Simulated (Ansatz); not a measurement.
```yaml
atoms:
  - { symbol: O, position_ang: [0.0000, 0.0000, -0.4171] }
  - { symbol: H, position_ang: [0.0000, 0.0000, 0.4171] }
```

Basis set: cc-pVTZ (spherical functions). Correlated methods keep 1 orbital frozen. Charge 0, multiplicity 2.

Computed with Ansatz (development build ahead of 0.2.0); the reference of a correlated method needn't be the lowest determinant of its kind.

(1) Give the atomization energy at this shape (free ground-state atoms in the same class of orbitals less the molecule, no zero-point energy) of doublet OH by UHF-BCCD(T), UHF-CCSD(T).

## Answers

(1)

```
     method  atomization energy
UHF-BCCD(T)             3.82 eV
UHF-CCSD(T)             3.82 eV
```

Caution: the reference determinant was not shown to be the lowest; the shape is not the minimum.
